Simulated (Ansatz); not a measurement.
Si₄S₄, relaxed as a singlet with RKS PBE-D4/def2-SVP in Ansatz, starting from the GFN1-xTB geometry. Force threshold 0.02 eV/Å.

The structure comes from a short search, and lower isomers may exist.

Start:

Cartesian coordinates in Å:
```
Si -2.319 1.479 0.937
Si 1.294 2.505 -0.719
Si -1.255 -2.500 0.805
Si 2.284 -1.485 -1.014
S 2.149 0.612 -1.030
S 0.617 -2.423 -0.147
S -2.137 -0.610 1.053
S -0.632 2.423 0.115
```

| step | energy (eV) | largest force component (eV/Å) | SCF passes |
| --- | --- | --- | --- |
| 1 | -74795.9320 | 1.213 | 20 |
| 2 | -74796.4623 | 0.287 | 24 |
| 3 | -74796.5057 | 0.169 | 25 |
| 4 | -74796.5790 | 0.318 | 24 |
| 5 | -74796.6871 | 0.419 | 25 |
| 6 | -74796.8498 | 0.425 | 25 |
| 7 | -74797.0205 | 0.507 | 25 |
| 8 | -74797.2369 | 0.373 | 25 |
| 9 | -74797.4902 | 0.259 | 25 |
| 10 | -74797.7301 | 0.277 | 25 |
| 11 | -74797.9585 | 0.283 | 25 |
| 12 | -74798.2095 | 0.509 | 25 |
| 13 | -74798.5404 | 0.889 | 26 |
| 14 | -74798.8606 | 0.684 | 24 |
| 15 | -74798.9391 | 0.742 | 25 |
| 16 | -74799.1627 | 0.673 | 24 |
| 17 | -74799.4349 | 0.215 | 22 |
| 18 | -74799.4468 | 0.035 | 19 |
| 19 | -74799.4472 | 0.004 | 20 |

Force components are those of the run's own axes.

End:

```xyz
8

Si   -1.972    0.166   -0.376
Si    0.664    1.695    0.863
Si    0.319   -1.555    1.240
Si    0.989   -0.305   -1.727
S     2.042   -0.172    0.389
S    -0.688   -1.756   -0.894
S    -1.025    0.316    1.789
S    -0.330    1.611   -1.285
```

Bonds formed: Si1–S6, Si2–S7, Si3–S5, Si4–S8 (atoms count from 1).

No frequencies were taken in this run, so the end may be a saddle point.

Run time 18 s (4 threads of Intel Xeon 6975P-C on a shared host).
